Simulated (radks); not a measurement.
Spherical quantum dot in the effective-mass picture: electrons in a well V = -V0 / (1 + exp((r - R)/a)) with V0 = 2.96, R = 7.52, a = 0.25, with a point charge +1 (a donor) at the centre, all in effective atomic units (hartree* = m*/eps^2 hartree, bohr* = eps/m* bohr), one dielectric constant everywhere. Method: non-relativistic Kohn-Sham, PBEsol, spin-polarised, spherical densities; computed with a radial shooting solver with Libxc functionals. Levels are named by radial order and angular momentum (1s, 1p, 1d, 2s, ...), and open shells are averaged over m. Results are scaled to m* = 0.275 and eps = 16.2, for which hartree* = 28.51 meV and bohr* = 3.117 nm.

N = 5, configuration 1s2 1p(up 3, down 0). This is the lowest configuration that the search found. Occupied levels:

level,occupation,eigenvalue (meV),<r> (nm)
1s up,1,-66.341,10.49
1s down,1,-66.226,7.237
1p up,3,-63.625,15.35

Energy (meV): total -394.004, kinetic 26.018, external -472.80, Hartree 78.221, exchange-correlation -25.446.
